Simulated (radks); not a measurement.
Ionisation of neutral palladium, [Kr] 4d10, to [Kr] 4d9 as the strength of local exchange is varied. Calculated with a radial shooting solver on a logarithmic mesh with Libxc functionals: scalar-relativistic Kohn-Sham, Slater X-alpha exchange (alpha = 2/3 is LDA exchange), no correlation, spin-polarised, spherical densities, finite nucleus; Fermi nuclear charge, rms radius 4.5318 fm.

alpha  E(Pd) (hartree)  exchange (hartree)  IE (eV)  -e of the level emptied (eV)  <r> of it (bohr)
0.596      -5022.40595          -120.02525    7.138                    2.573 (4d)             1.651
0.613      -5025.83726          -123.53857    7.325                    2.714 (4d)             1.642
0.663      -5035.94381          -133.90065    7.894                    3.151 (4d)             1.614
0.731      -5049.72335          -148.06191    8.709                    3.793 (4d)             1.579
0.87       -5078.01439          -177.25535   10.527                    5.276 (4d)             1.515
0.962      -5096.83085          -196.75870   11.840                    6.383 (4d)             1.476
1.022      -5109.14163          -209.55567   12.744                    7.157 (4d)             1.452
?          -5036.75327          -134.73147    7.941                    3.188 (4d)             1.612

Which alpha was used in the last row?

Answer. alpha = 0.667. NIST Atomic Spectra Database: 8.337 eV (measured). The Delta-SCF value meets it near alpha = 0.70. Open shells are spherical and high-spin; term and fine-structure splittings are not resolved.
